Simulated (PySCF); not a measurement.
Input file for PySCF: R-HF/3-21G on GeH2 (SMILES [GeH2]), a point of a bond scan (R = 5.118 Å).

```python
from pyscf import gto, scf, dft, mp
from pyscf.data.elements import chemcore

mol = gto.M(
    atom='''
    Ge    0.00662121   -0.00051204    0.06580777
    H    -0.40894033   -3.61176938   -3.53687924
    H    -0.08863693    1.14541518   -1.04581664
    ''',
    basis='3-21g',
    charge=0, spin=0, verbose=3, max_memory=1800)
mf = scf.RHF(mol)
mf.conv_tol = 1e-8
mf.max_cycle = 100
mf.kernel()
if not mf.converged:
    mf = mf.newton().run(mf.mo_coeff, mf.mo_occ)
```

Task: Predict the final total energy.

Result: -2066.1876 hartree.
